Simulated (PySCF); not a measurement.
## AsSe: script and output

File input.py (PySCF 2.14):

```python
from pyscf import gto, scf

mol = gto.M(
    atom='As 0 0 0; Se 0 0 2.29',
    basis='sbkjc',
    ecp={'As': 'sbkjc', 'Se': 'sbkjc'},
    charge=0,
    spin=1,
    verbose=3,
)
mf = scf.UHF(mol)
mf.kernel()
mf.dip_moment()
print('orbital energies (hartree):', [e[max(0, n-3):n+3].round(4) for e, n in zip(mf.mo_energy, mol.nelec)])
```

```bash
$ python input.py
```

It prints (some set-up lines and the per-cycle HOMO/LUMO lines with their warnings removed):

```
converged SCF energy = -15.1602672388852  <S^2> = 0.76790622  2S+1 = 2.0178268
Dipole moment(X, Y, Z, Debye): -0.00000, -0.00000, -2.32811
orbital energies (hartree): [array([-0.4164, -0.3701, -0.3205, -0.0561,  0.0675,  0.2704]), array([-0.4018, -0.3509, -0.3486, -0.0445, -0.0045,  0.0803])]
```

In short: E(SCF) = -15.160267 Eh, ⟨S²⟩ = 0.768, μz(SCF) = -2.33 D.

Wall time 0.56 s on one thread of a shared host.

The bond length is a typed value, not an optimised one. No search for the lowest solution was made.
